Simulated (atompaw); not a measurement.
How hard is this magnesium (Mg) PAW (atompaw) potential?

```
Element                 : magnesium
Generator               : atompaw 4.2.0.5
Type                    : PAW
Functional              : LDA (PW92)
Relativity              : scalar-relativistic
Frozen core             : [He]
Valence charge          : 10
Reference configuration : 2s2 2p6 3s1 3p1
Partial waves           : 2s (bound): rc 1.00 bohr; 3s (bound): rc 1.50 bohr; 2p (bound): rc 0.75 bohr; 3p (bound): rc 1.50 bohr; 3d channel at 0.45 Ry: rc 1.50 bohr; 3d channel at 3.15 Ry: rc 1.50 bohr
Local potential         : bessel scheme, radius 1.45 bohr
Core correction         : smooth core density matched at 1.30 bohr
Augmentation charge     : besselshape compensation charge, radius 1.45 bohr; PAW radius 1.50 bohr; waves and projectors: custom polynom vanderbiltortho
```

The pseudo-atom Hamiltonian at the reference potential is diagonalised in spherical Bessel functions j_l(qr) that vanish at 20 bohr, with q² up to the cutoff. All-electron valence levels (Ry): 2s -5.9800, 3s -0.4237, 2p -3.5849, 3p -0.1563.

Q: How do the lowest levels (Ry) of each channel move with the cutoff, and are there ghosts?

A:

```
cutoff (Ry)     s #1     s #2     p #1     p #2    d #1    f #1  Σ f·Δε (mRy)
          8  -2.4576  -0.3055  -0.1417   0.0255  0.0277  0.0919       27836.1
         18  -5.4629  -0.4219  -0.1547   0.0224  0.0276  0.0919       21618.7
         35  -5.9592  -0.4236  -0.4350  -0.1558  0.0276  0.0919       18941.1
         55  -5.9795  -0.4237  -2.9602  -0.1562  0.0276  0.0919        3748.8
         80  -5.9797  -0.4237  -3.4894  -0.1563  0.0276  0.0919         573.3
        120  -5.9800  -0.4237  -3.5814  -0.1563  0.0276  0.0919          20.8
        200  -5.9800  -0.4237  -3.5840  -0.1563  0.0276  0.0919           5.0
        350  -5.9800  -0.4237  -3.5848  -0.1563  0.0276  0.0919           0.2
        400  -5.9800  -0.4237  -3.5848  -0.1563  0.0276  0.0919           0.0
```

Result: no extra level below or beside the all-electron valence levels (s, p, d, f tested); 10 mRy is reached at 180 Ry and 1 mRy at 260 Ry.
